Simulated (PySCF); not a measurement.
Compound: C₆H₁₀F₂.
Structure used (GFN2-xTB), in Å, numbered top down from 1:
```
atom  x, y, z in Å
C1     2.0838   -0.2251   -0.7127
C2     1.1471    0.0642    0.4455
C3     0.0848    1.1548    0.2037
C4    -1.0218    0.1655    0.6063
C5    -2.1126   -0.0338   -0.4256
F6    -2.9506   -1.0384   -0.0613
F7    -2.8862    1.0767   -0.5380
C8     0.0213   -0.9626    0.6814
H9     2.7427    0.6228   -0.8880
H10    1.5193   -0.4168   -1.6230
H11    2.6965   -1.0980   -0.4970
H12    1.7291    0.2510    1.3492
H13    0.0183    1.4676   -0.8367
H14    0.1621    2.0397    0.8295
H15   -1.4944    0.3946    1.5623
H16   -1.7279   -0.2719   -1.4304
H17    0.0567   -1.4961    1.6276
H18   -0.0769   -1.6877   -0.1245
```

Method used: PySCF 2.14.0, density-fitted response routines, TDDFT PBE0/def2-SVPD, vertical, gas phase, core orbitals frozen in the response.

Frontier orbitals with the atoms that hold most of them (Löwdin shares over 4%, at most four atoms; ? is withheld):

```json
{"orbital": "LUMO+2", "ε (eV)": "1.27", "atoms": "C5 13%, H15 10%, C1 9%, C4 8%"}
{"orbital": "LUMO+1", "ε (eV)": "0.95", "atoms": "H16 13%, H15 10%, H12 10%, C5 8%"}
{"orbital": "LUMO", "ε (eV)": "0.63", "atoms": "C1 16%, C2 9%, C8 8%, C3 8%"}
{"orbital": "HOMO", "ε (eV)": "?", "atoms": "?"}
{"orbital": "HOMO-1", "ε (eV)": "-8.84", "atoms": "?"}
{"orbital": "HOMO-2", "ε (eV)": "-9.11", "atoms": "C4 13%, C2 10%, C8 10%, C3 10%"}
{"orbital": "HOMO-3", "ε (eV)": "-9.84", "atoms": "C2 15%, F6 12%, F7 12%, C5 12%"}
```

Question: Give the leading atoms of the HOMO-1.

Answer: C8 (bonded to 2 C and 2 H) 22%; C3 (bonded to 2 C and 2 H) 22%; C2 (bonded to 3 C and H) 19%; C4 (bonded to 3 C and H) 8%.

Question: Give the leading atoms of the HOMO.

Answer: C2 (bonded to 3 C and H) 19%; C4 (bonded to 3 C and H) 17%; C8 (bonded to 2 C and 2 H) 12%; C3 (bonded to 2 C and 2 H) 12%.

Question: What is the HOMO energy, and the HOMO–LUMO gap?

Answer: ε(HOMO) = -8.70 eV; the gap is 9.33 eV (0.3427 hartree).

Question: The HOMO–LUMO gap is 9.33 eV. Where does the response calculation put the lowest singlet, and from which orbitals?

Answer: S1 is at 8.15 eV (f = 0.0005), 1.18 eV below the gap, made of HOMO→LUMO (94%). Without the coupling terms of the response equations the lowest excitation would equal the gap.

Question: One configuration dominates each of S1, S2, S3, S4 and S5. Which, and how do the shares of the two leading atoms of either orbital change from the occupied to the empty one?

Answer: 
- S1 (8.15 eV, f 0.0005), HOMO→LUMO (94%): C2 19% → 9%, C4 17% → at most 9%, C1 at most 13% → 16%
- S2 (8.28 eV, f 0.051), HOMO-1→LUMO (93%): C8 22% → 8%, C3 22% → 8%, C1 at most 8% → 16%, C2 19% → 9%
- S3 (8.49 eV, f 0.0067), HOMO→LUMO+1 (93%): C2 19% → at most 8%, C4 17% → at most 8%, H16 at most 13% → 13%, H15 at most 13% → 10%
- S4 (8.61 eV, f 0.013), HOMO-2→LUMO (90%): C4 13% → at most 9%, C2 10% → 9%, C1 at most 11% → 16%
- S5 (8.63 eV, f 0.0053), HOMO-1→LUMO+1 (90%): C8 22% → at most 8%, C3 22% → at most 8%, H16 at most 8% → 13%, H15 at most 8% → 10%

Löwdin shares depend on the basis, the more so with diffuse functions.

One conformer stands for the species.

Without π bonds the low states may be Rydberg-like; a valence basis with one diffuse set may place them up to an eV too high.
